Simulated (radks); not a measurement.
Mn, configuration [Ar] 3d4 4s1 4p2 (not the ground configuration). All-electron calculation, scalar-relativistic Kohn-Sham, r2SCAN, spin-polarised, spherical densities, finite nucleus; open shells are filled with parallel spins first; meta-GGA in the generalised Kohn-Sham scheme; Fermi nuclear charge, rms radius 3.7057 fm. Program: a radial shooting solver on a logarithmic mesh with Libxc functionals. Some entries of the table are withheld. Estimate them.

| orbital | occ. | eigenvalue (hartree) | <1/r> (bohr^-1) |
|---|---|---|---|
| 1s up | 1 | -237.4211 | 24.92 |
| 1s down | 1 | -237.4175 | 24.92 |
| 2s up | 1 | -28.01257 | 5.316 |
| 2s down | 1 | -27.92038 | 5.328 |
| 2p up | 3 | -23.71881 | 5.199 |
| 2p down | 3 | -23.64604 | 5.210 |
| 3s up | 1 | (1) | 1.676 |
| 3s down | 1 | (2) | 1.661 |
| 3p up | 3 | -2.44087 | 1.541 |
| 3p down | 3 | -2.21742 | 1.528 |
| 3d up | 4 | (3) | 1.213 |
| 3d down | 0 | (4) | 1.200 |
| 4s up | 1 | -0.33528 | 0.4767 |
| 4p up | 2 | (5) | 0.3746 |

Answer. 
(1) 3s up eigenvalue (hartree): -3.64676
(2) 3s down eigenvalue (hartree): -3.42301
(3) 3d up eigenvalue (hartree): -0.58291
(4) 3d down eigenvalue (hartree): -0.35165
(5) 4p up eigenvalue (hartree): -0.14311
